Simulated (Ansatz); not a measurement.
```yaml
crystal:
  periodic: [false, false, false]
  atoms:
    - {symbol: Pt, position_ang: [-0.178477, -0.392997, 0.002555]}
    - {symbol: Pt, position_ang: [1.546907, -0.630741, 0.467610]}
    - {symbol: H, position_ang: [-1.562203, 0.621006, 0.109520]}
basis:
  gaussian: {orbitals: def2-mTZVP}
total_charge: -1
hamiltonian: {xc: {name: rPW86-PBE}}
scf: {omitted_lower_state_checks: [starts]}
output: {forces: true}
```

```sh
$ ansatz run in.yaml --threads 4 --pin off --events-out ev --progress --plain --max-ram 3916MiB
```

Shortened log:

```
Functional definition: rPW86-PBE
742 factors; their error is unknown
mean field evaluation 1: about -6504.1059 eV, gradient 5.7e1 eV
mean field evaluation 2: about -6455.7551 eV, gradient 1.5e2 eV
mean field evaluation 4: about -6510.7180 eV, gradient 2.0e1 eV
mean field evaluation 8: about -6511.8740 eV, gradient 3.7e-1 eV
mean field evaluation 16: about -6511.8653 eV, gradient 1.0e-3 eV
mean field -6511.86532856 eV, -239.3066369239 hartree, gradient 6.2e-5 eV, S^2 0.000000; 0 other end points of the search recorded, 0 dependent functions left out
reference -6511.86540977 eV, -239.3066399081 hartree; 19, 19 occupied and 56, 56 virtual orbitals, 742 factors
Total energy: -6511.86540977 eV, -239.3066399081 hartree
Atom 0 at    -0.178477    -0.392997     0.002555 Å, force   -50.426863     5.971027   -14.161639 eV/Å
Atom 1 at     1.546907    -0.630741     0.467610 Å, force    49.871120    -6.289678    13.781464 eV/Å
Atom 2 at    -1.562203     0.621006     0.109520 Å, force     0.555743     0.318651     0.380175 eV/Å
Dipole moment:     0.292874    -0.057702     0.068829 e Å
Checks for a lower state left out: starts
```

Run time 1.6 s (4 threads of Arm Neoverse V2 on a shared host).

In the def2 sets Pt takes a core potential; there is no spin–orbit coupling. The highest occupied level of an anion often lies above zero with these methods, and sets without diffuse functions describe the outer electron poorly. The restricted singlet is unstable towards broken spin symmetry at other levels; at RKS rPW86-PBE/def2-mTZVP this wasn't settled.

The dipole of an ion depends on the origin.
